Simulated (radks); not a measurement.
Problem. Sn+, configuration [Kr] 4d8 5s1 5p4 (not the ground configuration). All-electron calculation, scalar-relativistic Kohn-Sham, r2SCAN, spin-polarised, spherical densities, finite nucleus; open shells are filled with parallel spins first (spin-orbit coupling, left out, can overturn this in heavy ions); meta-GGA in the generalised Kohn-Sham scheme; Fermi nuclear charge, rms radius 4.6519 fm. Program: a radial shooting solver on a logarithmic mesh with Libxc functionals. Some entries of the table are withheld. Estimate them.

| orbital | occ. | eigenvalue (Ry) | <r> (bohr) |
|---|---|---|---|
| 1s up | 1 | -2138.303 | 0.02906 |
| 1s down | 1 | -2138.292 | 0.02906 |
| 2s up | 1 | -325.6531 | 0.1255 |
| 2s down | 1 | -325.5893 | 0.1254 |
| 2p up | 3 | -292.3173 | 0.1096 |
| 2p down | 3 | -292.2644 | 0.1096 |
| 3s up | 1 | -64.85053 | 0.3385 |
| 3s down | 1 | -64.82914 | 0.3385 |
| 3p up | 3 | -53.88390 | 0.3371 |
| 3p down | 3 | -53.85368 | 0.3371 |
| 3d up | 5 | -37.04851 | 0.3144 |
| 3d down | 5 | -36.99321 | 0.3144 |
| 4s up | 1 | -11.95684 | 0.8121 |
| 4s down | 1 | -11.74107 | 0.8121 |
| 4p up | 3 | -8.58220 | 0.8727 |
| 4p down | 3 | -8.36553 | 0.8721 |
| 4d up | 5 | -3.62312 | (1) |
| 4d down | 3 | -3.39799 | (2) |
| 5s up | 1 | -1.83926 | (3) |
| 5s down | 0 | -1.52373 | (4) |
| 5p up | 3 | -1.12460 | (5) |
| 5p down | 1 | -0.87765 | (6) |

Solution. 
(1) 4d up <r> (bohr): 1.039
(2) 4d down <r> (bohr): 1.033
(3) 5s up <r> (bohr): 2.105
(4) 5s down <r> (bohr): 2.165
(5) 5p up <r> (bohr): 2.482
(6) 5p down <r> (bohr): 2.670
